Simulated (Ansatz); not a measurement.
Isolated molecules relaxed with PBE0-D4/def2-TZVP in Ansatz; ΔE leaves out vibrations. CCSD(T)/CBS adds triple-zeta CCSD(T) − MP2 to the extrapolated MP2 energy (def2 sets, frozen cores). DFT in def2-TZVPP. B3LYP here is the variant with VWN-RPA as its local correlation; programs differ in this. Each species was taken in one conformer, which may not be the lowest.

Consider the substitution at a C–C bond: `FC(F)C1(F)OC1(F)F` + `CC(O)F` → `CC(F)OC(F)F` + `FC1OC1(F)F`.

| level | ΔE (kJ/mol) | difference from CCSD(T)/CBS |
| --- | --- | --- |
| PBE-D4 | -10.2 | -0.2 |
| r2SCAN-D4 | -13.6 | -3.6 |
| PBE0-D4 | -11.6 | -1.6 |
| B3LYP-D4 | -13.3 | -3.3 |
| ωB97X-V | -14.0 | -4.0 |
| ωB97M-V | -12.2 | -2.2 |
| B2PLYP | -13.9 | -3.9 |
| PBE | -10.9 | -0.9 |
| r2SCAN | -13.7 | -3.7 |
| PBE0 | -12.2 | -2.2 |
| B3LYP | -14.4 | -4.4 |
| HF/def2-TZVPP | -22.1 | -12.1 |
| MP2/def2-TZVPP | -11.2 | -1.2 |
| SCS-MP2/def2-TZVPP | -12.5 | -2.5 |
| CCSD/def2-TZVPP | -13.0 | -3.0 |
| CCSD(T)/def2-TZVPP | -12.7 | -2.7 |
| HF/def2-QZVPP | -22.1 | -12.1 |
| MP2/def2-QZVPP | -9.6 | 0.4 |
| SCS-MP2/def2-QZVPP | -11.0 | -1.0 |
| HF/CBS(def2) | -22.1 | -12.1 |
| MP2/CBS(def2) | -8.5 | 1.5 |
| CCSD/CBS(def2) | -10.3 | -0.3 |
| CCSD(T)/CBS | -10.0 | 0 |

Largest T1 diagnostic among the species: 0.013.

In def2-TZVPP, CCSD(T) changes the Hartree–Fock value by +9.4 kJ/mol (the triples alone add +0.3 kJ/mol) and MP2 by +10.9 kJ/mol.
